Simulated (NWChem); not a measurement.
# TiH₂O₂F₂; SMILES [Ti]([OH])([F])([F])[OH]

```xyz
7

Ti     0.0194     0.0100     0.0103
F      1.1165    -1.2364     0.5942
F      0.9005     1.5237    -0.1964
O     -1.2865     0.2479     1.2098
H     -2.2518     0.2802     1.0924
O     -0.6768    -0.4756    -1.5566
H     -0.6212    -1.2632    -2.1241
```
Atoms are numbered in this order, from 1.

Results from NWChem. The geometry was optimised at PBE-D3(BJ)/def2-SVP.

For level B3LYP/def2-SVP:

```
Quantity                     Result
---------------------------  ------
highest occupied level (eV)   -9.29
orbital gap (eV)               7.11
dipole (D)                     3.33
```

Question: How do the values read with level PW91/def2-SVP instead?

Answer: 
* **highest occupied level (eV)**: -7.81
* **orbital gap (eV)**: 5.01
* **dipole (D)**: 3.21
